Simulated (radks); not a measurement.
Question: Rb X, configuration [Ar] 3d10 (the NIST ground configuration). All-electron calculation, scalar-relativistic Kohn-Sham, r2SCAN, spin-polarised, spherical densities, finite nucleus; meta-GGA in the generalised Kohn-Sham scheme; Fermi nuclear charge, rms radius 4.2036 fm. Program: a radial shooting solver on a logarithmic mesh with Libxc functionals. Some entries of the table are withheld. Estimate them.

orbital,occ.,eigenvalue (hartree),r(max) (bohr)
1s,2,(1),0.02629
2s,2,-80.18499,0.1494
2p,6,-71.67589,0.1196
3s,2,(2),0.4494
3p,6,-14.10230,0.4449
3d,10,(3),0.3918
4s,0,-5.79123,1.139
4p,0,(4),(5)

Answer: 
(1) 1s eigenvalue (hartree): -559.8287
(2) 3s eigenvalue (hartree): -16.87572
(3) 3d eigenvalue (hartree): -9.52655
(4) 4p eigenvalue (hartree): -4.99359
(5) 4p r(max) (bohr): 1.219
